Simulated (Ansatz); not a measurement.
Ansatz (a quantum-chemistry and plane-wave program) input (PBE0/6-31G* with LANL2DZ past Ar): The .json file joins the Basis Set Exchange's 6-31G* for atoms up to Ar and LANL2DZ past it.

Ansatz 0.2 input:
```yaml
crystal:
  periodic: [false, false, false]
  atoms:
    - {symbol: K, position_ang: [-0.00000000, -0.00000000, -0.89756538]}
    - {symbol: O, position_ang: [0.00000000, 0.00000000, 1.78623276]}
    - {symbol: H, position_ang: [0.00000000, 0.00000000, 2.76388022]}
basis:
  gaussian:
    orbitals: 6-31Gs+LANL2DZ.json
hamiltonian:
  xc: {name: PBE0}
total_charge: 1
magnetization: {spin_polarized: true, initial_magnetization: 1}
output: {forces: true}
```

Output:

```
WARN ansatz: RAYON_NUM_THREADS=1 ignored (pool sized by the plan → 1); use --threads N
Functional definition: PBE0
integrals: 0.01 GiB planned
318 factors; integrals over basis functions are off by at most 6.9e-4 eV
mean field: 0.11 GiB planned
mean field evaluation 1: about -2773.7574 eV, gradient 8.2e1 eV
mean field evaluation 2: about -2557.6904 eV, gradient 1.0e2 eV
mean field evaluation 4: about -2819.3900 eV, gradient 7.6e0 eV
mean field evaluation 8: about -2819.7545 eV, gradient 6.0e-1 eV
mean field evaluation 16: about -2819.7564 eV, gradient 6.4e-6 eV
mean field -2819.75642476 eV, -103.6241373104 hartree, gradient 6.4e-6 eV, S^2 0.752242; 0 other end points of the search recorded, 0 dependent functions left out
the calculation of the forces begins
reference -2819.75647038 eV, -103.6241389871 hartree; 9, 8 occupied and 20, 21 virtual orbitals, 318 factors
Total energy: -2819.75647038 eV, -103.6241389871 hartree
Atom 0 at    -0.000000    -0.000000    -0.897565 Å, force    -0.000000    -0.000000     0.009826 eV/Å
Atom 1 at     0.000000     0.000000     1.786233 Å, force     0.000000     0.000000    -0.049367 eV/Å
Atom 2 at     0.000000     0.000000     2.763880 Å, force    -0.000000    -0.000000     0.039541 eV/Å
Dipole moment:     0.000000    -0.000000    -0.404691 e Å
```

The dipole moment of an ion depends on the origin.
